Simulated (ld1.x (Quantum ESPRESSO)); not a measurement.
**Logarithmic derivatives: copper (Cu), TM**

Cu (Z = 29), norm-conserving Troullier–Martins (Kleinman–Bylander form), made with ld1.x (Quantum ESPRESSO) 7.5 (Wu–Cohen, fully relativistic). Core [Ar], reference 3d10 4s0.5 4p0.5. Waves: 4s (bound): rc 2.40 bohr; 4p (bound): rc 3.40 bohr; 3d (bound): rc 1.35 bohr. Local part: all-electron potential smoothed inside 1.30 bohr (lloc = -2). Core correction: none.

Open shells are filled in proportion to 2j + 1 (rel_dist='average').

The phase is arctan(r·u′/u) with u = r·R(r), unwrapped; energies in Ry, scanned from -2 to 5 Ry. A pole is an energy at which the radial function vanishes at the test radius. The pseudo phase is shifted by a multiple of π to meet the all-electron one at the reference energy, and phase errors are pseudo minus all-electron; the curves can meet again beyond the range given. Levels narrower than the energy grid can be missing from the lists of poles.

```json
{"channel": "s", "radius (bohr)": "3.72", "reference energy (Ry)": "-0.40", "poles, all-electron": "-0.06, 3.20", "poles, pseudo": "-0.07, 1.37, 3.61", "unbroken range about the reference energy with phases within 0.05 rad": "below 0.7", "phase error 1 Ry above the reference energy (rad)": "-0.036"}
{"channel": "p1/2", "radius (bohr)": "3.72", "reference energy (Ry)": "-0.09", "poles, all-electron": "0.58, 3.92", "poles, pseudo": "0.56, 2.96", "unbroken range about the reference energy with phases within 0.05 rad": "below 1.3", "phase error 1 Ry above the reference energy (rad)": "-0.012"}
{"channel": "p3/2", "radius (bohr)": "3.72", "reference energy (Ry)": "-0.08", "poles, all-electron": "0.60, 3.96", "poles, pseudo": "0.58, 2.94", "unbroken range about the reference energy with phases within 0.05 rad": "below 1.3", "phase error 1 Ry above the reference energy (rad)": "-0.013"}
{"channel": "d3/2", "radius (bohr)": "3.72", "reference energy (Ry)": "-0.47", "poles, all-electron": "-0.45, 1.77", "poles, pseudo": "-0.45, 1.80", "unbroken range about the reference energy with phases within 0.05 rad": "below 2.9", "phase error 1 Ry above the reference energy (rad)": "+0.014"}
{"channel": "d5/2", "radius (bohr)": "3.72", "reference energy (Ry)": "-0.45", "poles, all-electron": "-0.43, 1.78", "poles, pseudo": "-0.43, 1.81", "unbroken range about the reference energy with phases within 0.05 rad": "below 2.9", "phase error 1 Ry above the reference energy (rad)": "+0.015"}
```

Phases in the s channel:

```json
{"E (Ry)": "-2.00", "all-electron": "1.356", "pseudo": "1.356"}
{"E (Ry)": "-1.52", "all-electron": "1.309", "pseudo": "1.309"}
{"E (Ry)": "-1.04", "all-electron": "1.198", "pseudo": "1.198"}
{"E (Ry)": "-0.56", "all-electron": "0.280", "pseudo": "0.278"}
{"E (Ry)": "-0.08", "all-electron": "-1.559", "pseudo": "-1.561"}
{"E (Ry)": "0.40", "all-electron": "-1.767", "pseudo": "-1.781"}
{"E (Ry)": "0.88", "all-electron": "-2.021", "pseudo": "-2.231"}
{"E (Ry)": "1.36", "all-electron": "-3.257", "pseudo": "-4.695"}
{"E (Ry)": "1.84", "all-electron": "-4.371", "pseudo": "-6.198"}
{"E (Ry)": "2.32", "all-electron": "-4.579", "pseudo": "-7.580"}
{"E (Ry)": "2.80", "all-electron": "-4.666", "pseudo": "-7.747"}
{"E (Ry)": "3.28", "all-electron": "-4.721", "pseudo": "-7.819"}
{"E (Ry)": "3.76", "all-electron": "-4.768", "pseudo": "-7.868"}
{"E (Ry)": "4.24", "all-electron": "-4.823", "pseudo": "-7.912"}
{"E (Ry)": "4.72", "all-electron": "-4.911", "pseudo": "-7.963"}
```
